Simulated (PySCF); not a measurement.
Bonds (- single, = double, # triple, : aromatic): C1-O2, O2-C3, C3=O4, C3-C5, C5=O6, C5-O7, O7-C8, C8-C9, C9-C10, C10-C8. C1 carries H11, H12, H13; C8 carries H14; C9 carries H15, H16; C10 carries H17, H18. H16, H17 are cis to O7 on the ring; H15, H18 are trans to O7 on the ring.

[PySCF 2.14: geometry: PBE0-D3(BJ)/def2-SVP; shielding tensors at KT3/pcSseg-1 (GIAO); one conformer; equivalent nuclei averaged; relativity neglected; no solvent]

Chemical shifts δ = σref − σ; TMS for 13C, 1H; 17O vs H2O, all at this level.

```csv
atoms,nucleus,count,δ (ppm)
H11/H12/H13,1H,3,?
C3,13C,1,?
O2,17O,1,?
O4,17O,1,403.0
H14,1H,1,4.83
C8,13C,1,48.7
O6,17O,1,388.5
C5,13C,1,148.0
H16/H17,1H,2,0.91
C9/C10,13C,2,?
H15/H18,1H,2,0.77
O7,17O,1,227.2
C1,13C,1,52.2
```

**Question.** Estimate the values marked ?.

**Answer.** 
- C3: 149.2 ppm, ester carbonyl carbon; lone-pair donation from the attached heteroatom keeps it upfield of a ketone carbonyl
- C9/C10: 8.1 ppm, three-membered-ring carbon; carbons of three-membered rings are unusually shielded
- H11/H12/H13: 3.69 ppm, hydrogen on a methyl carbon bonded to O; its carbon carries O, which withdraws density
- O2: 194.1 ppm, ester alkoxy oxygen

Shifts are as computed, not scaled to solution data. Of 1313 compounds with measured shifts, 239 miss one by over three times the rms of a fit or turn the order of signals round; such compounds aren't used in these exercises. Unscaled 17O shifts of doubly bonded oxygen tend to come out too high, by tens of ppm or more. Experimental scales use liquid or dissolved standards, which lie at an offset from isolated H2O (liquid H2O: subtract about 36 ppm).
